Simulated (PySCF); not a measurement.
Electron correlation in Al¹¹⁺ (aluminium, charge +11)

Starting occupation: 1s2. Computed with PySCF 2.14 in an even-tempered Gaussian basis (17 s from 0.64 bohr⁻², ratio 2.6; 10 p from 0.83 bohr⁻², ratio 2.6; 7 d from 0.85 bohr⁻², ratio 2.8; 3 f from 44 bohr⁻², ratio 2.8), with X2C-1e with screened-nucleus spin-orbit coupling, Gaussian nucleus. Frozen: nothing; 2 electrons correlated; the 30 highest virtual spinors left out.

Total MP2 correlation energy: -44.63 mhartree.

With two correlated electrons CCSD is exact within the correlated space (frozen core and kept virtual orbitals).

The virtual space was cut to 52 spinors, which keep -42.04 of the -44.63 mhartree of MP2 correlation.

```json
{"level": "CCSD", "correlation energy (mhartree)": "-43.13"}
```

Diagnostics: T1 = 1.3e-05, largest double amplitude 0.005.

Problem. Is a single reference adequate?

Solution. Yes: T1 lies below 0.03 and no double amplitude reaches 0.07.

The coupled-cluster values are those of the cut space; adding the MP2 remainder, -2.59 mhartree, estimates the full space.
